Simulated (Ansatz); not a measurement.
Reaction (ligand exchange at a Ga–F bond): `C[O][Ga]([F])[Cl]` + H₂S → `C[O][Ga]([SH])[Cl]` + H–F

Program: Ansatz. Geometries: PBE0-D4/def2-TZVP. ΔE: electronic, gas phase. CBS: MP2 limit from def2 TZ/QZ plus the TZ coupled-cluster correction, frozen cores. This one scheme is used for every species. Functionals use def2-TZVPP. For Ga outer-core shells are correlated without core-valence functions, which leaves a few kJ/mol of doubt a bond. Scalar relativity is left out up to krypton. Each species was taken in one conformer, which may not be the lowest.

```csv
level,ΔE (kJ/mol)
BLYP-D4,-12.9
B2PLYP,-9.4
BLYP,-2.5
CAM-B3LYP,-3.2
CCSD(T)/def2-SVP,1.9
HF/def2-QZVPP,4.2
MP2/def2-QZVPP,-23.3
HF/CBS(def2),4.6
```

(1) What does CCSD(T)/CBS give? (Estimate.)

Largest T1 diagnostic among the species: 0.014.

Answers

(1) Computed: -22.7 kJ/mol. The listed levels differ from it by 9.8, 13.3, 20.2, 19.5, 24.6, 26.9, -0.6, 27.3 kJ/mol.

Leaving LDA and LC-ωPBE aside and taking each functional with its dispersion term where it has one, the values, not all of them listed here, spread over 16.2 kJ/mol, from HSE06-D4 to CAM-B3LYP-D4. LDA lies −8.4 kJ/mol from PBE without D4. The D4 term adds −8.8 kJ/mol with B3LYP and −4.9 kJ/mol with PBE0; it sums over pairs of atoms, weighted by their polarisabilities, and B3LYP, whose exchange is more repulsive, gets the larger term.

CCSD(T)/CBS has its own doubt, a few kJ/mol and more with outer-core shells, so smaller differences from it don't rank the levels.

B3LYP here is the variant with VWN-RPA as its local correlation; programs differ in this.
